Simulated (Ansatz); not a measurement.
CH5BGeO2, SMILES `[BH2][GeH]1[O]C[O]1`. Total charge 0; spin multiplicity 1. Geometry: relaxed with PBE0-D4/def2-TZVP.

```xyz
10

B     1.514   -1.254    0.905
Ge    0.670    0.292   -0.160
O    -0.678   -0.142   -1.286
C    -1.570    0.631   -0.495
O    -0.770    1.097    0.583
H     1.716   -1.135    2.074
H     1.803   -2.272    0.355
H     1.677    1.296   -0.776
H    -1.966    1.476   -1.074
H    -2.397    0.011   -0.124
```

What is the dipole moment at ωB97M-V/def2-TZVPP? (An estimate is asked.)

Ansatz gave: 2.28 D, with components (2.03, -0.82, 0.64) D in this frame, pointing from negative to positive charge.

And with PBE, r2SCAN, B3LYP? (An estimate is asked.)

The calculation gave: PBE 1.95 D, r2SCAN 2.10 D, B3LYP 2.19 D.

Give the Mulliken charges with ωB97M-V, r2SCAN, B3LYP in def2-TZVPP. (Estimate.)

Computed: 
```json
{"atom": "B1", "ωB97M-V": "-0.17", "r2SCAN": "-0.09", "B3LYP": "-0.10"}
{"atom": "Ge2", "ωB97M-V": "0.55", "r2SCAN": "0.63", "B3LYP": "0.58"}
{"atom": "O3", "ωB97M-V": "-0.47", "r2SCAN": "-0.48", "B3LYP": "-0.48"}
{"atom": "C4", "ωB97M-V": "0.15", "r2SCAN": "0.31", "B3LYP": "0.19"}
{"atom": "O5", "ωB97M-V": "-0.47", "r2SCAN": "-0.48", "B3LYP": "-0.48"}
{"atom": "H6", "ωB97M-V": "0.11", "r2SCAN": "0.04", "B3LYP": "0.08"}
{"atom": "H7", "ωB97M-V": "0.11", "r2SCAN": "0.04", "B3LYP": "0.08"}
{"atom": "H8", "ωB97M-V": "0.00", "r2SCAN": "-0.04", "B3LYP": "-0.03"}
{"atom": "H9", "ωB97M-V": "0.10", "r2SCAN": "0.03", "B3LYP": "0.08"}
{"atom": "H10", "ωB97M-V": "0.09", "r2SCAN": "0.03", "B3LYP": "0.08"}
```

B3LYP here is the variant with VWN-RPA as its local correlation; programs differ in this.
